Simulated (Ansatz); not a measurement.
```xyz
2

H     0.0000    0.0000   -1.3826
Br    0.0000    0.0000    0.0395
```

Basis set: cc-pVTZ (spherical functions). Correlated methods keep 9 orbitals frozen. Charge 0, multiplicity 1.

Computed with Ansatz (development build ahead of 0.2.0); each method stands on the lowest determinant of its kind that the runs found. Restricted open shells among the atoms or ions are ROHF, correlated in semicanonical orbitals with singles.

The atomization energy at this shape (free ground-state atoms in the same class of orbitals less the molecule, no zero-point energy) of singlet HBr:

| method | atomization energy |
| --- | --- |
| RHF-MP2 | 3.97 eV |

What does RHF give?

2.95 eV.
